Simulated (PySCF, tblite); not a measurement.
C₅H₇ClF₂Si.
Structure used (GFN2-xTB), in Å, numbered top down from 1:
```xyz
16
C5H7ClF2Si angstrom
F      3.4241   -0.9283    0.4753
C      2.3129   -0.6388   -0.2483
Cl     2.8507    0.3082   -1.6953
C      1.3407    0.1547    0.5431
C      0.0394    0.1582    0.2989
C     -0.7273   -0.5909   -0.7661
Si    -2.3327    0.3103   -0.2496
F     -3.4502   -0.6592    0.3980
C     -1.0363    0.9530    1.0000
H      1.9121   -1.5823   -0.6336
H      1.7725    0.7697    1.3191
H     -0.3359   -0.4144   -1.7660
H     -0.7163   -1.6688   -0.6026
H     -3.0651    1.1824   -1.1414
H     -0.8238    2.0196    1.0233
H     -1.1724    0.6358    2.0335
```

Computed, not measured: PBE0/pcSseg-1 in PySCF (dipole) on a GFN2-xTB geometry, gas phase.

Masses are those of the commonest isotopes; rigid-rotor values at the optimised geometry. The values belong to one conformer with, in the numbering `[F:1][C@H:2]([Cl:3])[CH:4]=[C:5]1[CH2:6][SiH:7]([F:8])[CH2:9]1`, F1–C2–C4–C5 -155°.

(1) What are A, B and C (MHz)?

(2) Classify the top.

(3) What does the inertial defect say?

(4) Give the other two planar moments, Paa and Pbb, and the rms extents of the mass along the axes.

(5) Where do the levels up to J = 3 lie, in cm⁻¹?

(6) Which lines would a microwave search look for?

(7) Estimate the classical rotational partition function at 10 K, 100 K and 200 K.

Results:

(1) Ia = 177.40, Ib = 1071.83, Ic = 1133.12 u·Å²; 505379 MHz·u·Å²/I gives A = 2849, B = 471.5, C = 446.0 MHz.

(2) A near-prolate asymmetric top. Ray's parameter κ = (2B − A − C)/(A − C) = -0.979; −1 is the prolate and +1 the oblate limit.

(3) Not planar: Δ = Ic − Ia − Ib = -116.12 u·Å². For a rigid frame Δ = −2 Σ m c², so Σ m c² = 58.06 u·Å² lies off the ab plane: 14.19 from hydrogen and 43.87 from heavier atoms. The atom farthest from that plane is 2.23 Å away.

(4) Paa = Σ m a² = (Ib + Ic − Ia)/2 = 1013.77 and Pbb = Σ m b² = (Ia + Ic − Ib)/2 = 119.34 u·Å². With the mass M = 168.00 u, the rms extents √(P/M) along a, b and c are 2.46, 0.84, 0.59 Å.

(5) Above 0(0,0):
J = 1: 1(0,1) 0.0306, 1(1,1) 0.1099, 1(1,0) 0.1108
J = 2: 2(0,2) 0.0918, 2(1,2) 0.1703, 2(1,1) 0.1728, 2(2,1) 0.4107, 2(2,0) 0.4107
J = 3: 3(0,3) 0.1836, 3(1,3) 0.2608, 3(1,2) 0.2659, 3(2,2) 0.5025, 3(2,1) 0.5026, 3(3,1) 0.9011, 3(3,0) 0.9011

(6) The dipole components are |μa| = 1.99 D, |μb| = 0.33 D, |μc| = 0.50 D. Intensities carry the squares of the components, which stand as 1.00 : 0.03 : 0.06 (a : b : c). Some lines, for components of 0.1 D or more:

| type | branch | J(Ka,Kc) | MHz | lower level (cm⁻¹) |
| --- | --- | --- | --- | --- |
| a | R | 1(0,1) ← 0(0,0) | 918 | 0.000 |
| a | R | 2(1,2) ← 1(1,1) | 1810 | 0.110 |
| a | R | 2(1,1) ← 1(1,0) | 1861 | 0.111 |
| b | Q | 2(1,1) ← 2(0,2) | 2428 | 0.092 |
| a | R | 3(0,3) ← 2(0,2) | 2752 | 0.092 |
| a | R | 3(1,2) ← 2(1,1) | 2791 | 0.173 |
| a | R | 4(1,4) ← 3(1,3) | 3619 | 0.261 |
| a | R | 4(0,4) ← 3(0,3) | 3668 | 0.184 |
| a | R | 4(3,2) ← 3(3,1) | 3670 | 0.901 |
| c | R | 3(1,2) ← 2(0,2) | 5219 | 0.092 |
| c | Q | 4(2,3) ← 4(1,3) | 7043 | 0.390 |
| b | Q | 4(2,2) ← 4(1,3) | 7046 | 0.390 |
| b | Q | 2(2,1) ← 2(1,2) | 7208 | 0.170 |
| b | R | 2(2,1) ← 1(1,0) | 8992 | 0.111 |
| c | R | 2(2,0) ← 1(1,0) | 8993 | 0.111 |
| b | R | 2(2,0) ← 1(1,1) | 9018 | 0.110 |
| c | Q | 3(3,1) ← 3(2,1) | 11949 | 0.503 |
| b | R | 4(3,2) ← 3(2,1) | 15620 | 0.503 |
| c | R | 4(3,2) ← 3(2,2) | 15621 | 0.503 |
| b | R | 4(4,0) ← 3(3,1) | 20400 | 0.901 |

(7) Point group C1, symmetry number σ = 1; q = (√π/σ)·√((kT/h)³/(ABC)), k/h = 20836.6 MHz/K: 6890 at 10 K, 218000 at 100 K, 616000 at 200 K.

Its GFN2-xTB frequencies are all real (lowest 22 cm⁻¹). These are rigid-rotor constants of the computed structure; measured ground-state constants (B0) also hold zero-point vibration. Quadrupole hyperfine structure (35Cl) is left out.

The run took 53 s of wall time on an Intel Xeon at 2.70 GHz with one thread, on a shared host, and the process peaked at 0.90 GiB of memory. This is the PBE0/pcSseg-1 job that gave the dipole, with the shieldings it also computed.
